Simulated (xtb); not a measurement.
Mg(Cl)(GeH3) (ClGeH3Mg), SMILES [Cl][Mg][GeH3]. All values are semi-empirical tight-binding results from xtb (GFN2-xTB unless named), good for trends rather than for accurate numbers. The structure is a stationary point at GFN2-xTB.

Optimised geometry:

```xyz
6

Mg    -0.2309     0.9836    -0.1960
Cl    -0.1090     1.5494    -2.2604
Ge     0.1219    -1.0356     1.1381
H      0.9883    -2.0469     0.4038
H      0.8079    -1.0450     2.4892
H     -1.0733    -1.9126     1.4663
```

A frequency run showed that this geometry is not a minimum.

For metal compounds this method's bond lengths and energies can be far off.

- orbital gap = 3.31 eV

**Question.** Give the atomic charges and the Wiberg bond orders between heavy atoms. (Estimate from the structure and the level; the computed values follow.)

**Answer.** charges (e) Mg1 0.45, Cl2 -0.42, Ge3 0.02, H4 -0.02, H5 -0.02, H6 -0.02. Bond orders Mg1–Cl2 0.90, Mg1–Ge3 0.80.
